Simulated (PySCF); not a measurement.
# One molecule, several mistakes: AlBGeH3O cation

These are calculations, not measurements. They come from PySCF 2.14.0, an open-source quantum chemistry program, on an isolated molecule that a program drew, which may never have been made. The molecule is AlBGeH3O cation (charge +1, singlet), drawn as the SMILES string `O=[B][AlH][GeH2+]`.

Each row is a Hartree-Fock (HF) and frozen-core CCSD(T) single point in the cc-pV(D+d)Z basis, meant for a local HF minimum. Run 1 is clean. Each other run has one planted mistake out of seven kinds, and not every kind appears here: one electron removed, one electron added, multiplicity raised by two, geometry at a saddle point, minimal basis STO-3G, one bond length entered in bohr, all coordinates scaled. The reference is restricted for singlets and unrestricted otherwise, and also for a bond in bohr. Adding or removing an electron swaps singlet and doublet. Electrons count all cores. HOMO and LUMO are orbital energies over both spins, the gradient is its largest component, and the lowest frequency (negative if imaginary) is given only where the gradient is small. Bond lengths are over the 6 bonds as drawn. T1 is the CCSD diagnostic: over 0.02 (restricted) or 0.045 (unrestricted) a single reference is doubtful. Germanium has the cc-pVDZ-PP basis, with a core potential (ECP10MDF) in place of its 10 inner electrons, and its 3s, 3p and 3d shells are frozen in CCSD(T).

Geometry of the clean run:
```xyz
7
AlBGeH3O cation, angstrom
O     1.0145    1.6227    3.1303
B     0.5985    1.0585    2.1812
Al   -0.1176    0.2201    0.3898
Ge   -0.0605    2.0097   -1.5071
H    -0.6608   -1.1466   -0.1043
H    -1.1996    2.9628   -1.8529
H     1.1136    2.2583   -2.4479
```

```
run  electrons  basis functions  <S^2>  HOMO (eV)  LUMO (eV)  gradient (hartree/bohr)  lowest frequency (cm^-1)  mean bond (Å)  longest bond (Å)      T1  HF (hartree)  CCSD(T) (hartree)               mistake
  1         60               89  0.000     -16.58      -6.01                  7.9e-06                        61         1.7489             2.609  0.0202    -636.35956         -636.79772              no fault
  2         59               89  0.778     -21.86     -14.91                  5.0e-02                         -         1.7489             2.609  0.0360    -635.78104         -636.20941  one electron removed
  3         60               89  0.000     -16.67      -6.03                  3.4e-02                         -         1.7209             2.567  0.0195    -636.35773         -636.79323                     ?
  4         60               89  2.011     -14.01      -8.35                  4.2e-02                         -         1.7489             2.609  0.0236    -636.26462         -636.69778                     ?
```

**Which mistake was planted in run 3, and what did it cost?**

The mean and the longest bond both change by the same factor, 0.984, and the gradient is no longer small. So the mistake is: all coordinates scaled. Subtracting run 1 and multiplying by 627.51 kcal/mol a hartree, the energy moved by 1.1 kcal/mol in HF and 2.8 kcal/mol in CCSD(T).

**Which mistake was planted in run 4, and what did it cost?**

Electrons, basis and geometry are unchanged, and <S^2> is 2.011, beside S(S+1) = 2.00 for a multiplicity of 3. So the mistake is: multiplicity raised by two. Subtracting run 1 and multiplying by 627.51 kcal/mol a hartree, the energy moved by 59.6 kcal/mol in HF and 62.7 kcal/mol in CCSD(T).

Cautions from the logs. Run 1: T1 is over the limit, so its CCSD(T) energy is less reliable.
